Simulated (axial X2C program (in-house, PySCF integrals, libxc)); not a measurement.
**Spin–orbit effects down a group: molecules with B (ions), PBE0**

All values come from calculations with an in-house relativistic program for diatomic molecules, spin-free (one-electron X2C) or two-component (2c: spin–orbit coupling with atomic mean-field Coulomb and Gaunt terms, which also bring small scalar terms), in Dyall basis sets with cores contracted in-house; open shells are unrestricted.

Basis sets: As dyall-cv3z, B dyall-v3z, Bi dyall-cv3z, N dyall-av3z, P dyall-v3z.

```tsv
molecule	spin-free state	Re (Å)	ωe (cm⁻¹)	De (eV)	2c state	Re 2c (Å)	ωe 2c (cm⁻¹)	De 2c (eV)
BN⁺	M_S = 3/2, Λ = 0	1.435	1167.9	2.22	Ω = 3/2	1.435	1167.9	2.22
BP⁺	M_S = 3/2, Λ = 0	1.852	769.7	2.96	Ω = 3/2	1.852	769.5	2.96
BAs⁺	M_S = 3/2, Λ = 0	1.966	629.0	2.91	Ω = 3/2	1.967	627.6	2.90
BiB⁺	M_S = 3/2, Λ = 0	2.268	480.6	3.03	Ω = 1/2	2.430	306.7	1.49
```

(1) Work out the shifts from the spin-free to the two-component result.

Fragments in 2c: N + B+, P + B+, As + B+, Bi+ + B. Each entry is the lowest single determinant of a limited PBE0 search at one distance. De goes to single-determinant-based atoms at the same level (for ions the charge split of lowest energy) and is withheld (n/a) where an atom does not fit its ground term or J level. Main or longest-lived isotopes. One determinant is a doubtful description, or other states lie close, for BN⁺, BP⁺, BAs⁺, BiB⁺; these need not be ground states, and all values refer to the states named. With several unpaired electrons the Ω given is that of one determinant, not necessarily of the lowest component. Some light 2c atoms are not at their ground J level, so De misses part of their lowering (0.04 eV or less). The functionals have no current term, which raises determinants with orbital currents. The lowest determinant changes configuration between the Hamiltonians for BiB⁺, so two states are compared there.

Answers

(1) 

| molecule | 2c state | ΔRe (Å) | Δωe (cm⁻¹) | ΔDe (eV) |
| --- | --- | --- | --- | --- |
| BN⁺ | Ω = 3/2 | 0.000 | 0.0 | 0.00 |
| BP⁺ | Ω = 3/2 | 0.000 | -0.2 | 0.00 |
| BAs⁺ | Ω = 3/2 | 0.001 | -1.4 | -0.01 |
| BiB⁺ | Ω = 1/2 | other state | other state | n/a |

Shifts of one unit in the last digit are rounding.
